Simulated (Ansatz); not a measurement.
Basis-set extrapolation for C₂H₆ClFSi, SMILES `FCC([SiH3])Cl` (PBE0-D4/def2-TZVP geometry, frozen core, the Gaussian-basis code of Ansatz). Multiplicity 1, RHF reference.

```tsv
	def2-TZVPP	def2-QZVPP
HF	-927.186070	-927.215774
MP2 correlation	-0.908334	-0.983681
CCSD(T) correlation	-0.998957	not run
```

Energies in hartree. Use E(X) = E(∞) + A·exp(−7.88·√X) for Hartree–Fock and E(X) = E(∞) + B·X^(−2.97) for correlation, with X = 3 and 4, and add CCSD(T) minus MP2 of the smaller set to the MP2 limit.

Problem. What is the CCSD(T) energy at the basis-set limit?

Solution. HF limit: -927.215774 + (-0.029704) × 0.13774 = -927.21987. MP2 limit: -0.983681 + (-0.075347) × 0.74074 = -1.03949. Higher-order term: -0.998957 − (-0.908334) = -0.09062. Total: -928.34998 hartree, 433.1 kJ/mol below CCSD(T)/def2-TZVPP.
